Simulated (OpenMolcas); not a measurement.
# Ru I: effect of the IPEA shift

- Program: OpenMolcas 26.06
- Basis: ANO-RCC-VTZP [7s6p4d2f1g]
- Scalar Hamiltonian: DKH2, point nucleus
- Active space: 8 electrons in 9 orbitals (RAS2 4d 5s; RAS3 5p, at most 2 electrons)
- State averaging: 2S+1 = 5 even, 15 roots; 2S+1 = 3 even, 87 roots kept (CI in the orbitals of an earlier block, 80 in the spin-orbit step); 2S+1 = 1 even, 63 roots kept (CI in the orbitals of an earlier block, 58 in the spin-orbit step); 2S+1 = 5 odd, 45 roots (37 in the spin-orbit step); 2S+1 = 7 odd, 15 roots kept (CI in the orbitals of an earlier block); 2S+1 = 3 odd, 21 roots kept (CI in the orbitals of an earlier block, 9 in the spin-orbit step); 2S+1 = 1 odd, 9 roots kept (CI in the orbitals of an earlier block, 0 in the spin-orbit step)
- Spin-orbit coupling: state interaction with AMFI integrals over the reference wave functions, term energies averaged over their components

Methods on the same reference wave functions:
A. RASSCF
B. MS-RASPT2, IPEA 0 Eh, imaginary shift 0.1 Eh (closed shells correlated: 4s 4p)
C. MS-RASPT2, IPEA 0.25 Eh, imaginary shift 0.1 Eh (closed shells correlated: 4s 4p)

Energies in eV above 4d⁷ 5s ⁵F₅, the measured ground level; measured values from NIST Handbook of Basic Atomic Spectroscopic Data.

```tsv
Level	A	B	C	Measured
4d⁷ 5s ⁵F₅	0.0000	0.0000	0.0000	0.0000
4d⁷ 5s ⁵F₄	0.1493	0.1496	0.1493	0.1476
4d⁷ 5s ⁵F₃	0.2645	0.265	0.264	0.2593
4d⁷ 5s ⁵F₂	0.3458	0.344	0.344	0.3364
4d⁷ 5s ⁵F₁	0.3974	0.393	0.395	0.3850
4d⁶ 5s² ⁵D₄	0.5398	0.601	0.634	0.9278
4d⁶ 5s² ⁵D₃	0.6677	0.738	0.766	1.0632
4d⁶ 5s² ⁵D₂	0.7447	0.782	0.835	1.1230
4d⁶ 5s² ⁵D₁	0.7955	0.843	0.887	1.1249
4d⁶ 5s² ⁵D₀	0.8205	0.869	0.911	1.1769
4d⁷ 5s ³F₄(1)	0.9957	0.789	0.883	
4d⁷ 5s ³F₃(1)	1.1876	0.978	1.073	
4d⁷ 5s ³F₂(1)	1.3080	1.085	1.188	
4d⁷ 5s ⁵P₃	1.5743	1.100	1.154	1.0875
4d⁷ 5s ⁵P₁ [75 %]	1.6767	1.170	1.259	1.1928
4d⁷ 5s ³G₅	1.8138	1.422	1.628	
4d⁷ 5s ³G₄	1.8944	1.497	1.704	
4d⁷ 5s ³G₃	1.9892	1.593	1.801	
4d⁷ 5s ³P₁(1)	2.0173	1.397	1.737	
4d⁶ 5s 5p ⁷D°₅	2.1328	2.769	2.929	
4d⁶ 5s 5p ⁷D°₄	2.1790	2.808	2.972	
4d⁶ 5s 5p ⁷D°₃	2.2385	2.871	3.033	
4d⁷ 5s ³H₆	2.2623	1.817	2.094	
4d⁶ 5s 5p ⁷D°₂	2.2925	2.928	3.089
```

Deviations, from unrounded energies. A percentage is the sum of absolute deviations over the sum of measured energies, with the sign that they share, or ± where signs differ.

| Against measurement | Levels | A | B | C |
| --- | --- | --- | --- | --- |
| mean absolute deviation (cm-1) | 11 | 2100 | 1200 | 1100 |
| fine structure of the ground term (%) | 4 | +2.5 | +2.0 | +2.1 |
| other terms of the ground configuration (%) | 2 | +42.6 | ±1.6 | +5.8 |
| other configurations (%) | 5 | -34.1 | -29.2 | -25.5 |

C lies closest to measurement on these levels and A furthest from it. The largest miss of C in the table is 4d⁶ 5s² ⁵D₃, by -2400 cm-1. The ranking rests on the paired levels alone, and a cruder setting can come out closer through cancelling errors.

Between B and C the level of the table that moves most is 4d⁷ 5s ³P₁(1), by 2700 cm-1 (lowest in B, highest in C). Moves below CASPT2's spread within the term are not significant.

The mean deviations of B to C differ by less than CASPT2's widest spread within a term (1700 cm-1), so their order carries little weight.

From A to B the spin-free energies of the other terms of 4d⁷ 5s shown, above ⁵F, scale by factors of 0.60 to 0.79.

The lowest spin-free term lies below A's lowest term by 0.531 hartree in B, 0.516 hartree in C.

CASPT2 breaks the degeneracy within a term, and the mean is taken; among the terms shown or strongly mixed into the levels shown the widest spread is 1700 cm-1 (4d⁷ 5s ⁵F, B). Some high roots are left out of the spin-orbit mixing, which shifts the levels that they would mix with. Terms from blocks run as CI alone lack orbitals of their own. Configurations are named by rounded mean occupations; where the s occupation lies near a half they are strongly mixed, a name can repeat and a true partner stay unpaired. A single d shell beside an s shell can misplace configurations of different d count against each other. Without dynamic correlation excited terms often stand tens of per cent too high (terms of higher spin than the ground term too low), and those without a measured partner can miss by more than the paired ones (holds for A). Blocks of more than 70 roots (2S+1 = 3 even) ran without multistate coupling (holds for B; C). Computed and measured levels are paired by configuration, term and J; levels that our copy of the source lacks, or whose pairing is in doubt (as where it misses far off the trend of its configuration), stay unpaired and out of the deviations. Only configurations of the active space appear. Levels that lie high or do not pair safely by name in every column are left out.

A share in square brackets marks a mixed level and gives the weight of the term that names it, the lowest over the columns. A number in round brackets counts repeated terms of one configuration in the order of the reference energies. ° marks odd parity.
